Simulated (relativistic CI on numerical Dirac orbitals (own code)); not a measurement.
**Os⁵⁺: 5d valence photoemission**

Computed with this model: Dirac-Coulomb-Breit CI, orbitals from a KLI potential per configuration, model QED, valence Slater integrals scaled by 0.8, multiplet model of photoemission in the sudden approximation; configurations [Xe] 4f14 5d3 → [Xe] 4f14 5d2; 300 K; Lorentzian 0.21 eV and Gaussian 0.5 eV FWHM. Energies are those of the free ion, without screening or charge transfer. The energies are binding energies and can lie tens of eV above those of solids. S is read from ⟨S²⟩ = S(S + 1).

Field parameters in Wybourne normalisation: Oh B⁴₀ = 21Dq, B⁴₄ = √(5/14) B⁴₀; Td as Oh with Dq negative (B⁴₀ = 21Dq, B⁴₄ = √(5/14) B⁴₀). The field is a parameter set, without covalency.

free ion: ground-state S = 1.38, centroid 69.92 eV. Peaks (eV, height): 69.4 (100), 70.6 (17), 71.3 (22).

Oh, 10Dq = 22000 cm⁻¹: ground-state S = 1.44, centroid 70.76 eV. Peaks (eV, height): 70.3 (100), 71.3 (53).

Td, 10Dq = -8100 cm⁻¹: ground-state S = 1.34, centroid 70.02 eV. Peaks (eV, height): 69.4 (100), 71.3 (33).

Oh, 10Dq = 29500 cm⁻¹: ground-state S = 1.45, centroid 71.13 eV. Peaks (eV, height): 70.7 (100), 71.7 (57).

Strongest unbroadened transitions for Td, 10Dq = -8100 cm⁻¹:

```
Energy (eV)  Relative strength
      69.29              100.0
      69.77               63.9
      70.76                7.8
      70.84                8.5
      70.93                6.1
      71.33               30.7
      71.71                0.6
      71.74                0.2
      71.92                6.4
      71.94                0.5
      72.03                0.5
      72.37                1.2
      72.57                3.2
      73.18                0.0
      73.29                0.4
      73.40                0.1
      74.09                0.2
      74.13                0.1
```
